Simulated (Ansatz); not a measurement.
Isolated molecules relaxed with PBE0-D4/def2-TZVP in Ansatz; ΔE leaves out vibrations. CBS: MP2 limit from def2 TZ/QZ plus the TZ coupled-cluster correction, frozen cores. def2 core potentials past Kr. For Te outer-core shells are correlated without core-valence functions, which leaves a few kJ/mol of doubt a bond. Each species was taken in one conformer, which may not be the lowest.

Reaction (redistribution): `BSC` + `FC([SiH3])[TeH]` → `CSB[TeH]` + `FC[SiH3]`

```json
{"species": "`BSC`", "CCSD(T)/CBS(def2) energy (Eh)": "-463.64092"}
{"species": "`FC([SiH3])[TeH]`", "CCSD(T)/CBS(def2) energy (Eh)": "-697.62294"}
{"species": "`CSB[TeH]`", "CCSD(T)/CBS(def2) energy (Eh)": "-731.39177"}
{"species": "`FC[SiH3]`", "CCSD(T)/CBS(def2) energy (Eh)": "-429.90570"}
```

(1) Work out ΔE.

Largest T1 diagnostic among the species: 0.014.

Results:

(1) ΔE = (-731.39177) + (-429.90570) − (-463.64092) − (-697.62294) = -0.03361 Eh = -88.2 kJ/mol.

From r2SCAN to r2SCAN0 (25 % exact exchange), in def2-TZVPP and without D4, ΔE moves by −3.9 kJ/mol. At CCSD(T), def2-SVP lies −13.6 kJ/mol from the extrapolated value and def2-TZVPP −2.2 kJ/mol. Leaving LDA and LC-ωPBE aside and taking each functional with its dispersion term where it has one, the values, not all of them listed here, spread over 15.8 kJ/mol, from PBE-QIDH to BLYP-D4.
